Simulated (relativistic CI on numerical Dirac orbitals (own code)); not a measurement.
## Hyperfine structure of Cd VII, mass number 113

Method of calculation: Dirac-Coulomb-Breit CI, orbitals from a KLI potential per configuration, model QED (radiative potential, 1s self-energy scaled to tabulated hydrogen-like ionisation energies), unscaled Slater integrals (own radial code, finite nucleus).

Configuration list (outside the closed core [Ar] 3d10): 4s²4p⁶4d⁶, 4s²4p⁶4d⁵5s, 4s²4p⁶4d⁵4f, 4s²4p⁵4d⁷, 4s²4p⁶4d⁵5p, 4s²4p⁶4d⁵5d, 4s²4p⁶4d⁵6s, 4s4p⁶4d⁷, 4s²4p⁶4d⁵6p, 4s²4p⁶4d⁵5f, 4s²4p⁶4d⁵6d, 4s²4p⁶4d⁵5g, 4s²4p⁶4d⁴5s², 4s²4p⁶4d³4f5s², 4s²4p⁶4d³5s²5p, 4s²4p⁶4d³5s²5d, 4s²4p⁶4d³5s²6s. Double excitations out of closed p, d and f shells are left out; levels of such configurations are missing from the list, as are those of other unlisted configurations, and high levels can miss mixing partners.

Nuclear spin I = 1/2, μ = -0.6213 μN (tables of Stone and Pyykkö). The electronic factors are computed for point nuclear moments, without core polarisation or the Bohr-Weisskopf and QED corrections.

| Level | E (cm⁻¹) | A (MHz) |
| --- | --- | --- |
| 4s²4p⁶4d⁶ ⁵D4 | 0.0 | -873.1 |
| 4s²4p⁶4d⁶ ⁵D3 | 3216.8 | -615.9 |
| 4s²4p⁶4d⁶ ⁵D2 | 4734.7 | -580.3 |
| 4s²4p⁶4d⁶ ⁵D1 | 5906.9 | -529.5 |
| 4s²4p⁶4d⁶ ³P2 | 25556.3 | -625.3 |
| 4s²4p⁶4d⁶ ³H6 | 26235.3 | -1449 |
| 4s²4p⁶4d⁶ ³H5 | 26766.9 | -1392 |
| 4s²4p⁶4d⁶ ³F3 | 30040.2 | -1530 |

Levels with J = 0, under 50 % of one LS term, or S terms without an open s electron are left out. Small factors come from cancelling terms and can be off by tens of per cent or more.

At this charge configurations can still be misplaced by up to about 7 % of their energy. Terms inside the open d or f shell come out 10 to 20 % too wide with unscaled integrals.

Question: Give the hyperfine levels of 4s²4p⁶4d⁶ ⁵D4 relative to its centre of gravity.

Answer: With K = F(F + 1) − I(I + 1) − J(J + 1), E = AK/2: F = 7/2: 2183, F = 9/2: -1746 MHz.

LS names give the leading component of a level, which can be under half, so a name can repeat, a term be missing and a line seem to break the LS rules.
